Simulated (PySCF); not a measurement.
Compound: C₉H₈O₂.
SMILES with atom numbers: `[CH2:1]=[CH:2][O:3][C:4](=[O:5])[c:6]1[cH:7][cH:8][cH:9][cH:10][cH:11]1` (hydrogens: H12, H13 on C1; H14 on C2; H15 on C7; H16 on C8; H17 on C9; H18 on C10; H19 on C11)

The same species was optimised twice, with GFN2-xTB and with PBE0-D3(BJ)/def2-SVP (PySCF), and the same property calculations (PySCF, gas phase) were run on both structures.

```
     coordinate  GFN2-xTB  PBE0-D3(BJ)/def2-SVP  change
      C7–C8 (Å)     1.382                 1.392  +0.010
      C1=C2 (Å)     1.320                 1.329  +0.009
     C9–C10 (Å)     1.386                 1.396  +0.010
    C10–C11 (Å)     1.381                 1.390  +0.009
      C8–C9 (Å)     1.386                 1.395  +0.009
      C6–C7 (Å)     1.393                 1.400  +0.007
     C6–C11 (Å)     1.394                 1.400  +0.006
      C2–O3 (Å)     1.372                 1.367  -0.005
      C4=O5 (Å)     1.206                 1.202  -0.004
      C4–C6 (Å)     1.479                 1.483  +0.004
      O3–C4 (Å)     1.353                 1.355  +0.002
   C1–C2–O3 (°)     121.3                 120.5    -0.8
  C4–C6–C11 (°)     118.1                 117.6    -0.5
   O5–C4–C6 (°)     124.5                 124.8    +0.3
   C4–C6–C7 (°)     122.1                 122.4    +0.3
   C2–O3–C4 (°)     118.2                 118.5    +0.3
   O3–C4–C6 (°)     112.1                 111.8    -0.3
  C7–C6–C11 (°)     119.8                 120.0    +0.2
   C7–C8–C9 (°)     120.2                 120.1    -0.1
C1–C2–O3–C4 (°)       180                   180       0
C2–O3–C4–O5 (°)         0                     0       0
O3–C4–C6–C7 (°)         0                     1      +1
```

Rotational constants: A = 2980, B = 634.2, C = 522.9 MHz (GFN2-xTB) against A = 2940, B = 632.8, C = 520.7 MHz (PBE0-D3(BJ)/def2-SVP). Point groups within 0.08 Å: Cs and Cs.

On the GFN2-xTB structure: HOMO (eV) -7.38 [PBE0/pcSseg-1]; LUMO (eV) -1.66 [PBE0/pcSseg-1]; dipole (D) 2.15 [PBE0/pcSseg-1]; GIAO shielding of C1 (ppm) 85.4 [PBE0/pcSseg-1]; GIAO shielding of C2 (ppm) 37.3 [PBE0/pcSseg-1]; GIAO shielding of O3 (ppm) 87.8 [PBE0/pcSseg-1]; GIAO shielding of C4 (ppm) 18.7 [PBE0/pcSseg-1]; GIAO shielding of O5 (ppm) -71.0 [PBE0/pcSseg-1]; GIAO shielding of C6 (ppm) 53.3 [PBE0/pcSseg-1]; GIAO shielding of C7/C11 (mean) (ppm) 49.6 [PBE0/pcSseg-1]; GIAO shielding of C8/C10 (mean) (ppm) 53.1 [PBE0/pcSseg-1].

**Question.** What do these properties become on the PBE0-D3(BJ)/def2-SVP structure?

**Answer.** 
```
                                    property          level  on GFN2-xTB  on PBE0-D3(BJ)/def2-SVP  change
                                   HOMO (eV)  PBE0/pcSseg-1        -7.38                    -7.32   +0.06
                                   LUMO (eV)  PBE0/pcSseg-1        -1.66                    -1.68   -0.02
                                  dipole (D)  PBE0/pcSseg-1         2.15                     2.14   -0.01
energy, GFN2-xTB geometry as zero (kcal/mol)  PBE0/pcSseg-1          0.0                     -0.2    -0.2
                  GIAO shielding of C1 (ppm)  PBE0/pcSseg-1         85.4                     83.1    -2.3
                  GIAO shielding of C2 (ppm)  PBE0/pcSseg-1         37.3                     36.3    -1.0
                  GIAO shielding of O3 (ppm)  PBE0/pcSseg-1         87.8                     86.5    -1.3
                  GIAO shielding of C4 (ppm)  PBE0/pcSseg-1         18.7                     19.6    +0.9
                  GIAO shielding of O5 (ppm)  PBE0/pcSseg-1        -71.0                    -66.9    +4.1
                  GIAO shielding of C6 (ppm)  PBE0/pcSseg-1         53.3                     51.9    -1.4
       GIAO shielding of C7/C11 (mean) (ppm)  PBE0/pcSseg-1         49.6                     47.5    -2.1
       GIAO shielding of C8/C10 (mean) (ppm)  PBE0/pcSseg-1         53.1                     50.8    -2.3
```

The heavy atoms differ by 0.011 Å rms after alignment. Among bonds between heavy atoms C1=C2, C7–C8, C8–C9, C9–C10 and C10–C11 change most and about equally (+0.009 to +0.010 Å). Changes are differences of the printed values. Neither structure is proved a minimum here.

Shape of the structure used: `[CH2:1]=[CH:2][O:3][C:4](=[O:5])[c:6]1[cH:7][cH:8][cH:9][cH:10][cH:11]1`: C1–C2–O3–C4 180°, C2–O3–C4–O5 0°, O3–C4–C6–C7 1°.
